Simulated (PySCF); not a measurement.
Excitations are Tamm–Dancoff values on a coarser integration grid. The basis has no diffuse functions, so Rydberg states are missing or too high.

Species: H$_{6}$AlClSi$_{2}$, SMILES `[SiH3][Al]([SiH3])[Cl]` (charge 0, multiplicity 1).

Task: Give the S1 excitation (TDA), HOMO and S1–T1 gap (TDA) at the level PBE-D3(BJ)/def2-TZVP (PySCF 2.14.0).

Result: 
```
Quantity                Value
-------------------  --------
S1 excitation (TDA)   3.50 eV
HOMO                 -6.32 eV
S1–T1 gap (TDA)       0.53 eV
```
